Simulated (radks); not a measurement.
Computed order of ionisation of niobium. At each step one electron was removed from each of the four highest sub-shells of the ion before, moves of one valence electron (up to charge 6) and the configuration listed by NIST were tried, and the lowest configuration was kept. Calculated with a radial shooting solver on a logarithmic mesh with Libxc functionals: non-relativistic Kohn-Sham, PBE, spin-polarised, spherical densities, point nucleus. Open shells are filled with parallel spins first.

species  lowest configuration found  NIST configuration  margin to the next tried (eV)  IE (eV)  NIST IE (eV)       kind
Nb                     [Kr] 4d4 5s1                same                          0.648    6.801         6.759       exp.
Nb+                        [Kr] 4d4                same                          1.285   15.131        14.320  semi-emp.
Nb2+                       [Kr] 4d3                same                          3.884   25.892        25.040  semi-emp.
Nb3+                       [Kr] 4d2                same                          6.913   37.976         37.61       exp.
Nb4+                       [Kr] 4d1                same                         10.228   51.099        50.573       exp.
Nb5+                           [Kr]                same                         34.693   102.02        102.07  semi-emp.
Nb6+              [Ar] 3d10 4s2 4p5                same                         23.100   119.11         119.1       exp.
Nb7+              [Ar] 3d10 4s2 4p4                same                         23.603   136.42           136     theory
Nb8+              [Ar] 3d10 4s2 4p3                same                         24.112   159.80           159  semi-emp.
Nb9+              [Ar] 3d10 4s2 4p2                same                         18.764   178.75           180     theory
Nb10+             [Ar] 3d10 4s2 4p1                same                         20.696   197.78         200.3  semi-emp.
Nb11+                 [Ar] 3d10 4s2                same                         23.085   242.78         246.1  semi-emp.
Nb12+                 [Ar] 3d10 4s1                same                         186.55   265.68        268.59       exp.
Nb13+                     [Ar] 3d10                same                         191.31   485.87           483  semi-emp.

Reference values: NIST Atomic Spectra Database (exp. = measured, semi-emp. = semi-empirical, theory = theoretical value adopted there). Relativity is left out here, which matters for elements this heavy. Open shells are spherical and high-spin; term and fine-structure splittings are not resolved.
